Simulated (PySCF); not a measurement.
## Ar²⁺ (argon, charge +2) across methods

[Ne] 3s1 3p5, high-spin 3P determinant (an excited configuration). Computed with PySCF 2.14 in aug-cc-pCVQZ-DK (10s9p7d5f3g, 134 functions), with the spin-free X2C one-electron Hamiltonian (Gaussian nucleus).

```tsv
method	E (hartree)	mean ε 3s α (eV)	mean ε 3p α (eV)	mean ε 3p β (eV)	Σ⟨r²⟩ (bohr²)	⟨S²⟩
UHF	-526.48749	-64.924	-44.427	-38.536	16.14	2.006
r2SCAN	-527.1782	-53.907	-37.790	-34.721	15.94	2.003
wB97M-V	-527.1659	-57.985	-41.293	-38.448	16.02	2.002
B3LYP	-527.2262	-54.958	-38.640	-35.729	15.98	2.002
M06-2X	-527.2115	-58.090	-40.817	-37.266	15.99	2.003
LDA	-525.5918	-52.169	-37.028	-34.635	15.96	2.001
PBE0	-527.0464	-55.740	-39.123	-35.917	15.94	2.002
PBE	-527.0322	-52.367	-37.049	-34.562	15.93	2.002
```
